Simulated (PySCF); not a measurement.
Al(Cl)(Br)(OH), SMILES [OH][Al]([Br])[Cl] (PBE0/def2-SVP optimised geometry):

```
5

Al    -0.530     0.023     0.000
Cl    -1.492     1.869     0.000
Br    -1.728    -1.869    -0.003
O      1.156     0.023     0.000
H      1.728    -0.746     0.000
```

Method: PBE0/def2-TZVP (PySCF).

### Question
What are the frontier orbital energies and the dipole moment?

### Answer
HOMO-2 -9.58 eV, HOMO-1 -9.06 eV, HOMO -8.83 eV, LUMO -1.10 eV, LUMO+1 -0.59 eV; dipole moment 1.76 D.

Meta-Löwdin charges at PBE0/def2-TZVP: Al1 1.01, Cl2 -0.31, Br3 -0.29, O4 -0.77, H5 0.36.
